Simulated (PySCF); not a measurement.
From one molecule to another.

First species: CH7O2PSi.
InChI=1S/CH7O2PSi/c1-3-5(2)4/h2,5H,4H2,1H3/t5-/m1/s1

Second species: C₆H₁₂N₂.
Atom-mapped SMILES: `[CH3:1][CH2:2][N:3]1[CH2:4][C@H:5]([CH3:6])[CH:7]=[N:8]1` (hydrogens: H9, H10, H11 on C1; H12, H13 on C2; H14, H15 on C4; H16 on C5; H17, H18, H19 on C6; H20 on C7)

Cartesian coordinates in Å at the PBE0-D3(BJ)/def2-SVP level; atoms count from 1:
```xyz
20
C6H12N2 angstrom
C     -2.759   -0.280   -0.368
C     -1.626    0.366   -1.156
N     -0.301    0.096   -0.654
C      0.145    0.663    0.612
C      1.397   -0.172    0.913
C      2.690    0.467    0.403
C      1.046   -1.405    0.110
N      0.124   -1.191   -0.754
H     -2.794    0.077    0.674
H     -3.732   -0.053   -0.829
H     -2.632   -1.373   -0.350
H     -1.652    0.019   -2.200
H     -1.747    1.461   -1.185
H     -0.618    0.520    1.404
H      0.349    1.741    0.519
H      1.491   -0.385    1.989
H      2.599    0.712   -0.666
H      2.917    1.394    0.952
H      3.545   -0.216    0.523
H      1.573   -2.361    0.137
```

Levels: CAM-B3LYP/def2-SVPD for HOMO energy, LUMO energy, HOMO–LUMO gap and static isotropic polarisability; TDDFT CAM-B3LYP/def2-SVPD for lowest singlet excitation. Geometries: PBE0-D3(BJ)/def2-SVP. All species are isolated and taken at one optimised geometry, non-relativistic unless stated; the electronic structure was computed with PySCF and density fitting.

The conformers computed, where there is a choice (atom-mapped SMILES and torsion angles):
- `[CH3:1][O:2][Si@@H:3]([OH:4])[PH2:5]`: C1–O2–Si3–O4 65°, H–O4–Si3–O2 -98°, H–P5–Si3–O2 163°, H–P5–Si3–O2 69°

The conformers of `CCN1C[C@H](C)C=N1` aren't listed.

| property | column X | column Y |
| --- | --- | --- |
| HOMO energy | -8.78 eV | -7.09 eV |
| LUMO energy | 0.69 eV | 1.15 eV |
| HOMO–LUMO gap | 9.47 eV | 8.24 eV |
| lowest singlet excitation | 6.68 eV | 5.24 eV |
| static isotropic polarisability | 74.2 au | 86.9 au |

Problem. Which column belongs to which species?

Solution. Column X is the first species and column Y the second. The first has 12 atoms and 58 electrons, the second 20 and 62.

Problem. How does each property change from the first species to the second?

Solution. HOMO energy +1.69 eV; LUMO energy +0.46 eV; HOMO–LUMO gap -1.23 eV; lowest singlet excitation -1.44 eV; static isotropic polarisability +12.7 au.

On the first: The polarisability is 10.99 Å³ as a volume (1 au = 0.148185 Å³), or 1.28 au for each of the 58 electrons. S1 lies 2.79 eV below the HOMO–LUMO gap; its leading configuration is HOMO→LUMO, weight 0.59.

On the second: The 10 singlets span 5.24 to 7.64 eV, and their oscillator strengths add up to 0.22. No computed singlet falls in the visible range (750 to 380 nm, 1.65 to 3.26 eV); S1 lies 1.98 eV above its blue end.
